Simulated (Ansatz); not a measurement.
Geometry optimisation, RKS PBE/def2-SVP in Ansatz 0.2.0.

input.yaml

```yaml
crystal:
  periodic: [false, false, false]
  atoms:
    - { symbol: C, position_ang: [-0.0815, 1.6295, 1.1147] }
    - { symbol: S, position_ang: [1.3538, 0.6359, 0.9389] }
    - { symbol: B, position_ang: [0.3589, -0.9128, 0.4654] }
    - { symbol: Ge, position_ang: [0.0469, -1.2925, -1.4592] }
    - { symbol: H, position_ang: [-0.6718, 1.7144, 0.1182] }
    - { symbol: H, position_ang: [0.1758, 2.7172, 1.3881] }
    - { symbol: H, position_ang: [-0.7706, 1.2702, 1.8958] }
    - { symbol: H, position_ang: [0.0614, -1.636, 1.3169] }
    - { symbol: H, position_ang: [-1.5603, -1.3463, -1.6033] }
    - { symbol: H, position_ang: [0.562, -0.1747, -2.3195] }
    - { symbol: H, position_ang: [0.5908, -2.6619, -1.8355] }
basis:
  gaussian: { orbitals: def2-SVP }
hamiltonian:
  xc: pbe
relax:
  f_tol: 0.02
  max_steps: 50
```

Command:

```bash
$ ansatz run input.yaml --threads 2 --pin off --max-ram 3072MiB --backend cpu --events-out ev --progress --plain --runs-dir out
```

**Question.** Where does it end, and by what steps?

**Answer.** The run converged. The force dipped under the threshold on the way, but the program's further checks kept it going. After 24 steps the energy has fallen by 1.497 eV; H5 moved furthest, 1.66 Å.

```csv
step,energy less start (eV),largest force component (eV/Å),accepted
0,0.0000,2.190,yes
1,-0.2789,1.161,yes
2,-0.3611,0.544,yes
3,-0.4026,0.324,yes
4,-0.5170,0.691,yes
5,-0.6617,1.167,yes
6,-0.8856,0.954,yes
7,-1.0712,0.620,yes
8,-1.2281,0.411,yes
9,-1.3536,0.314,yes
10,-1.4337,0.248,yes
11,-1.4815,0.127,yes
12,-1.4918,0.094,yes
13,-1.4935,0.037,yes
14,-1.4941,0.061,yes
15,-1.4944,0.066,yes
16,-1.4949,0.066,yes
17,-1.4955,0.042,yes
18,-1.4958,0.042,yes
19,-1.4961,0.046,yes
20,-1.4963,0.043,yes
21,-1.4966,0.035,yes
22,-1.4963,0.066,no
23,-1.4968,0.008,yes
24,-1.4970,0.007,yes
```

```xyz
11
Properties=species:S:1:pos:R:3
C -0.057 1.877 1.592
S 0.345 1.170 -0.056
B -0.131 -0.527 -0.015
Ge 0.176 -1.661 -1.716
H -0.801 2.686 1.461
H 0.866 2.304 2.028
H -0.462 1.091 2.256
H -0.619 -1.001 0.993
H -1.169 -2.251 -2.232
H 0.821 -0.870 -2.887
H 1.098 -2.875 -1.403
```

Whether the end is a true minimum wasn't checked by a vibrational analysis.

Time of the run: 43 s on 2 threads of AMD EPYC 7B13 (Zen 3), on a shared host, peak memory 0.17 GiB.
